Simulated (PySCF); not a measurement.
## Worked example: oscillator strength and radiative lifetime

GeH₇NSi, SMILES [SiH3][NH][GeH3].

The structure is a stationary point at B3LYP-D3(BJ)/def2-SVP. This is a generated structure with no PubChem entry under its InChIKey; it may be hypothetical.

PySCF with TDA-PBE/def2-SVPD puts the first singlet state with f over 0.02 at 5.68 eV (vertical), with the transition dipole (-0.075, 0.398, -0.130) in atomic units.

Q: Find the oscillator strength, the wavelength and the radiative lifetime that this transition would have in vacuum if emission retraced absorption.

A: 
|μ|² = 0.1809 au, so |μ| = 1.08 D. ΔE = 5.68/27.211 = 0.2087 hartree. f = (2/3) ΔE |μ|² = 0.025 (the program prints 0.025).
λ = 1239.84/5.68 = 218 nm; ν = 45812 cm⁻¹.
Einstein's coefficient A = 0.6670 ν² f s⁻¹ (ν in cm⁻¹) = 3.5e7 s⁻¹, so τ = 1/A = 28 ns. This state is S2; the lower singlet has f = 0.003. The figure is the radiative limit of this one transition; relaxation, internal conversion, crossing to triplets and a medium change what is measured.
